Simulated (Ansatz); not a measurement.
Molecular dynamics of Si16O

input.yaml

```yaml
accuracy: low
crystal:
  lattice:
    - [0.0, 5.43, 5.43]
    - [5.43, 0.0, 5.43]
    - [5.43, 5.43, 0.0]
  atoms:
    - { symbol: Si, position: [-0.00747655, -0.11828097, 0.03153669] }
    - { symbol: Si, position: [0.05398615, 0.08558461, 0.12330789] }
    - { symbol: Si, position: [-0.04408068, 0.0157057, 0.49680036] }
    - { symbol: Si, position: [0.09308864, 0.06375356, 0.66096794] }
    - { symbol: Si, position: [-0.0275679, 0.45147557, 0.01307428] }
    - { symbol: Si, position: [0.12496509, 0.50052522, 0.17135741] }
    - { symbol: Si, position: [-0.11855352, 0.55570367, 0.50752041] }
    - { symbol: Si, position: [0.09073046, 0.62345249, 0.62025191] }
    - { symbol: Si, position: [0.42144151, -0.00625878, 0.01183906] }
    - { symbol: Si, position: [0.61198864, 0.09226342, 0.10165946] }
    - { symbol: Si, position: [0.42594483, 0.03797132, 0.45367623] }
    - { symbol: Si, position: [0.56594317, 0.10072029, 0.6312849] }
    - { symbol: Si, position: [0.48993522, 0.47050906, 0.00381563] }
    - { symbol: Si, position: [0.60741272, 0.63035631, 0.09477239] }
    - { symbol: Si, position: [0.45827433, 0.49036296, 0.47259699] }
    - { symbol: Si, position: [0.50835332, 0.66716633, 0.6318878] }
    - { symbol: O, position: [0.91785888, 0.31051906, 0.68618556], spin: 1.0 }
magnetization:
  spin_polarized: true
basis:
  ecutwfc: 420.0
kpoints:
  mp_grid: { grid: [2, 2, 2] }
hamiltonian:
  xc: pbesol
  pseudopotentials: { kind: paw, azcp: { folder: soft_1 } }
scf:
  occupations: { method: fermi_dirac, width: 0.05 }
  lower_state_search: "off"
md:
  timestep: 1.5
  n_steps: 140
  ensemble: nvt_langevin
  temperature: 1260.0
  initial_velocities: maxwell_boltzmann
  seed: 69462
  friction: 0.01
```

Command:

```bash
$ ansatz run input.yaml --threads 1 --pin off --max-ram 3072MiB --backend cpu --events-out ev --progress --plain --runs-dir out
```

It goes on from the last frame of an earlier run, with new velocities.

Output, in part (warnings, step lines):

```
WARN: the starting moments were not kept: the SCF closed with an absolute magnetisation of 3.9e-6 μB, where they sum to 1 μB in size (1 site). That is at most 0.1 of that sum. Measured as dr2_m measures the in/out step, that magnetisation stands 4.2e-13 eV from none, at or under the dr2_threshold …
md step     0: t =     0.00 fs  T =  1185.9 K  F+E_penalty+E_count = -10501.56424611 eV  E_kin = 2.605882 eV  (15 SCF iters)
md step     1: t =     1.50 fs  T =  1294.1 K  F+E_penalty+E_count = -10501.65641245 eV  E_kin = 2.843629 eV  (7 SCF iters)
md step     2: t =     3.00 fs  T =  1371.4 K  F+E_penalty+E_count = -10501.70765491 eV  E_kin = 3.013566 eV  (7 SCF iters)
md step     3: t =     4.50 fs  T =  1484.9 K  F+E_penalty+E_count = -10501.72177301 eV  E_kin = 3.262986 eV  (7 SCF iters)
md step     4: t =     6.00 fs  T =  1437.6 K  F+E_penalty+E_count = -10501.70140048 eV  E_kin = 3.159003 eV  (7 SCF iters)
md step     5: t =     7.50 fs  T =  1555.9 K  F+E_penalty+E_count = -10501.64466268 eV  E_kin = 3.419017 eV  (7 SCF iters)
md step     6: t =     9.00 fs  T =  1529.8 K  F+E_penalty+E_count = -10501.55757687 eV  E_kin = 3.361712 eV  (7 SCF iters)
md step     7: t =    10.50 fs  T =  1553.0 K  F+E_penalty+E_count = -10501.46108094 eV  E_kin = 3.412618 eV  (7 SCF iters)
[... lines left out ...]
md step   140: t =   210.00 fs  T =  1077.4 K  F+E_penalty+E_count = -10499.64501413 eV  E_kin = 2.367412 eV  (7 SCF iters)
```

The steps, from the saved trajectory:

```tsv
time (fs)	T (K)	potential energy less start (eV)
0	1186	0.000
6	1438	-0.137
12	1550	0.207
18	1518	0.250
24	1543	0.223
30	1448	0.582
36	1352	0.941
42	1403	1.083
48	1547	0.902
54	1525	0.782
60	1426	0.709
66	1406	0.613
72	1193	0.464
78	1154	0.443
84	1114	0.824
90	853	1.357
96	806	1.529
102	1099	1.034
108	1473	0.241
114	1605	-0.334
120	1558	-0.279
126	1236	0.249
132	930	0.730
138	1127	0.932
144	1166	1.158
150	1322	1.058
156	1587	1.008
162	1304	1.198
168	1395	1.340
174	1233	1.563
180	1420	1.367
186	1372	1.036
192	1355	1.099
198	1246	1.316
204	1177	1.522
210	1077	1.919
```

All steps were run. A run of 0.21 ps of so small a system gives no equilibrium averages. Limits of this set-up: coarse k mesh, PAW files made for another functional, a small cell, in which the defect meets its images, low accuracy level.

Mean squared displacements from the first frame to the last, about the centre of mass: Si 0.28 Å², O 0.12 Å².

Last frame:

```xyz
17
Lattice="0.0000 5.4300 5.4300 5.4300 0.0000 5.4300 5.4300 5.4300 0.0000" Properties=species:S:1:pos:R:3
Si 0.014 -0.246 -1.153
Si 1.251 1.266 0.475
Si 2.278 3.338 -0.588
Si 3.986 4.424 0.337
Si 2.846 0.694 2.165
Si 4.155 1.875 3.707
Si 5.760 2.829 2.409
Si 6.645 4.834 3.408
Si 0.070 2.623 1.996
Si 1.562 3.685 3.600
Si 2.809 5.340 2.279
Si 3.794 7.335 3.683
Si 2.952 2.754 5.368
Si 4.146 4.278 6.687
Si 5.269 5.904 5.070
Si 6.804 6.907 6.439
O 5.245 8.959 6.483
```

Run time: 28 min on 1 thread of Arm Neoverse V2 (shared host), peak memory 0.66 GiB.
